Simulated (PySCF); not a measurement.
Gas-phase reaction: 3 SnH2 + 2 Cl2 → 2 SnH3Cl + SnCl2

Method: PySCF energies plus ideal-gas RRHO corrections (1 bar). † marks an energy on the PBE0/def2-TZVP geometry and frequencies. MP2 and CCSD(T) freeze the core. All species are closed-shell singlets. Sn: scalar-relativistic def2 core potential, no spin-orbit coupling. SnH2, SnH3Cl: computed as isolated molecules; such fragments, hydroxides, amides, oligomers or adducts are transient or little studied in the gas. MP2 isn't extrapolated to the basis-set limit; its ΔH°(298 K) is -1011.5 kJ in def2-SVP and -997.0 kJ in def2-TZVPP. CCSD(T) isn't extrapolated to the basis-set limit; its ΔH°(298 K) is -942.8 kJ in def2-SVP and -948.9 kJ in def2-TZVPP. The harmonic model lacks anharmonicity and excited electronic states, which grow with temperature; levels with a mode under 35 cm⁻¹ are left out. Soft modes under 120 cm⁻¹ make the harmonic entropy rough for SnCl2.

```csv
level,"ΔE electronic, kJ","ΔH°(298 K), kJ","ΔS°(298 K), J/K","ΔG°(2500 K), kJ"
CCSD(T)/def2-TZVPP†,-973,-949,-276,-301
MP2/def2-SVP†,-1036,-1012,-276,-364
MP2/def2-TZVPP†,-1022,-997,-276,-349
PBE0/def2-SVP†,-997,-973,-276,-325
r2SCAN/def2-TZVP†,-1006,-982,-276,-334
```
ΔH° is lowest at MP2/def2-SVP† and highest at CCSD(T)/def2-TZVPP†. No reference value is set beside these.
